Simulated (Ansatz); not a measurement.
Energy landscape of H₂Se, singlet: symmetric bend, bond length relaxed. Scanned: H-Se-H angle. Other coordinates (Se-H bond length) were minimised at B3LYP/def2-TZVP.

The free coordinates were minimised at B3LYP/def2-TZVP in PySCF; the energy column is full CI/cc-pVDZ, cores with 3d frozen (Ansatz, an electronic-structure program), in kJ/mol.

```
a / °   Se-H bond length / Å      E
------  --------------------  -----
180                    1.426  327.9
172.07                 1.433  314.9
162.42                 1.455  271.6
147.82                 1.472  186.8
141.10                 1.474  148.9
129.35                 1.472   90.3
120.57                 1.470   54.6
109.37                 1.469   21.2
97.78                  1.469    2.6
89.66                  1.471    0.0
81.86                  1.474    5.9
69.85                  1.483   30.6
60                     1.495   64.4
```
